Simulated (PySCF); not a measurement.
## Removing an electron from `CN(C)[SiH2]O[SiH3]`

Species: C₂H₁₁NOSi₂.
Z-matrix (Å and degrees, PBE0-D3(BJ)/def2-SVP geometry), rows numbered from 1:
```
C 
N   1  1.4421
C   2  1.4415  1  114.36
Si  2  1.7224  1  121.72  3  -166.03
O   4  1.6697  2  115.05  1    79.14
Si  5  1.6556  4  140.32  2    52.79
H   1  1.1061  2  111.00  3   -57.87
H   1  1.1080  2  112.61  3    62.44
H   1  1.1004  2  110.64  3  -177.12
H   3  1.1086  2  112.69  1   -62.75
H   3  1.1005  2  110.64  1   176.68
H   3  1.1059  2  111.02  1    57.47
H   4  1.4862  2  108.35  1   -38.53
H   4  1.4916  2  106.83  1  -161.20
H   6  1.4905  5  109.03  4   154.30
H   6  1.4974  5  110.66  4    34.23
H   6  1.4946  5  110.41  4   -85.84
```

Level: CAM-B3LYP/def2-SVPD (PySCF). Frontier orbitals with their largest atomic shares (Löwdin; up to four atoms above 4 %):

```
orbital  ε (eV)                              main atoms
 HOMO−3  -11.00  Si6 21 %, Si4 19 %, H16 16 %, H13 13 %
 HOMO−2  -10.29   O5 31 %, Si6 22 %, H15 15 %, H17 10 %
 HOMO−1   -9.93   O5 36 %, Si6 14 %, Si4 13 %, H14 12 %
   HOMO   -8.00                                       ?
   LUMO    0.95     Si6 24 %, Si4 13 %, O5 8 %, H16 7 %
 LUMO+1    1.28  Si6 30 %, H17 10 %, H15 10 %, H16 10 %
 LUMO+2    1.67      Si6 34 %, Si4 8 %, C1 7 %, H15 6 %
```

Question: What vertical ionisation energy does ΔSCF give, and how far is −ε(HOMO) from it?

Answer: ΔSCF: 8.64 eV (833 kJ/mol; threshold wavelength 144 nm); ⟨S²⟩ of the doublet left behind is 0.755, against 0.75 for a pure doublet. −ε(HOMO) is 8.00 eV, 0.64 eV below it. For the exact functional −ε(HOMO) would equal the first vertical ionisation energy; CAM-B3LYP (range-separated hybrid) falls short of its own ΔSCF value by 7 %.

Question: On which atoms does the HOMO lie?

Answer: N2 (silicon-bound nitrogen) 55 %, C3 (N-methyl carbon) 10 %, C1 (N-methyl carbon) 9 %, Si4 (oxygen-bound silicon) 5 %. The HOMO−1 lies 1.93 eV lower.

Question: What total energies stand behind the ΔSCF value?

Answer: E(N) = -791.46692 Eh and E(N − 1) = -791.14954 Eh at the same geometry, 0.31738 Eh apart.

Question: With α = 88.5 au, estimate the like-pair dispersion coefficient by London's formula C6 = (3/4)α²I.

Answer: I = 0.3174 Eh, so C6 ≈ 1870 au; the Casimir–Polder integral at the same level gives 3080 au, 1.65 times as much.

The structure is a single PBE0-D3(BJ)/def2-SVP conformer in the gas phase; no vibrational or solvent corrections.
